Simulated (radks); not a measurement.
Values are calculated unless marked as measured or tabulated.
Task: Ionisation of the bismuth ion Bi79+, [He] 2s2, to Bi80+, [He] 2s1, under several functionals. Scalar-relativistic Kohn-Sham, spin-polarised, spherical densities, finite nucleus; open shells are filled with parallel spins first (spin-orbit coupling, left out, can overturn this in heavy ions); a radial shooting solver on a logarithmic mesh with Libxc functionals. Known Delta-SCF values: revPBE 25334 eV. What does LDA (Slater exchange, Perdew-Zunger correlation) give, and what is its highest occupied eigenvalue?

Result: 25313 eV by Delta-SCF; the 2s eigenvalue is -25168 eV. NIST: 25260 eV (theoretical).
